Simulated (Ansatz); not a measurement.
One change: `[CH3][AlH][SiH2]F` becomes `[CH3][AlH][SiH2]S`.

Ansatz, PBE0-D4/def2-TZVP geometries, multiplicity 1. Each molecule was computed in one conformer, which needn't be the lowest.

| property | `[CH3][AlH][SiH2]F` |
| --- | --- |
| LUMO energy (ωB97M-V/def2-TZVPP) / eV | -0.23 |
| LUMO energy (PBE/def2-TZVPP) / eV | -2.61 |
| HOMO–LUMO gap (ωB97M-V/def2-TZVPP) / eV | 9.15 |
| size of the dipole moment (PBE/def2-TZVPP) / D | 1.47 |
| size of the dipole moment (ωB97M-V/def2-TZVPP) / D | 1.58 |
| LUMO energy (PBE0/def2-TZVPP) / eV | -1.86 |

(1) What does the change do to each property? (Best estimate.)

Answers

(1) The calculation gave: 
| property | `[CH3][AlH][SiH2]S` | shift |
| --- | --- | --- |
| LUMO energy (ωB97M-V/def2-TZVPP) / eV | -0.19 | 0.04 |
| LUMO energy (PBE/def2-TZVPP) / eV | -2.57 | 0.04 |
| HOMO–LUMO gap (ωB97M-V/def2-TZVPP) / eV | 9.24 | 0.09 |
| size of the dipole moment (PBE/def2-TZVPP) / D | 1.65 | 0.18 |
| size of the dipole moment (ωB97M-V/def2-TZVPP) / D | 1.68 | 0.10 |
| LUMO energy (PBE0/def2-TZVPP) / eV | -1.81 | 0.05 |

With PBE0 the HOMO rises by 0.13 eV and the LUMO rises by 0.05 eV, so the gap narrows by about 0.08 eV. PBE moves the HOMO by 0.21 eV and ωB97M-V by -0.04 eV. Dipoles are sizes alone; their direction can turn.
